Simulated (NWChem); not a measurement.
Ionisation of C3H5

```xyz
8

C      1.2332     0.0000    -0.1960
C      0.0000     0.0000     0.4414
C     -1.2332     0.0000    -0.1960
H      2.1670     0.0000     0.3705
H      1.3043     0.0000    -1.2880
H      0.0000     0.0000     1.5389
H     -2.1670     0.0000     0.3705
H     -1.3043     0.0000    -1.2880
```
Charge 0, spin multiplicity 2.

The numbers come from NWChem runs, not from measurements. All single points use one geometry, from UB3LYP/def2-SVP, a minimum by its harmonic frequencies. It is one conformer; others weren't searched.

Basis set: def2-TZVP. The species with one electron less has spin multiplicity 1 and keeps the geometry of the parent. Δ marks differences of total energies (open shells unrestricted). −ε marks an orbital energy of the parent. That orbital need not have the symmetry of the hole or added electron in the Δ rows. That singlet is a closed-shell solution.

B3LYP has NWChem's definition, with VWN1-RPA local correlation. The structure started from a generated list of species. The unpaired electrons of the parent sit in orbitals of symmetry a2 (C2v labels of the run); other states weren't searched. The stability of the SCF solutions was not checked.

**Question.** One of these methods gave a first vertical ionisation energy of 5.60 eV. Which?
(A) −ε(alpha HOMO) of B3LYP
(B) −ε(alpha HOMO) of BHandHLYP
(C) −ε(alpha HOMO) of PBE
(D) ΔB3LYP

**Answer.** A, −ε(alpha HOMO) of B3LYP. The others give 4.71 (−ε(alpha HOMO) of PBE), 6.93 (−ε(alpha HOMO) of BHandHLYP), 8.11 (ΔB3LYP).
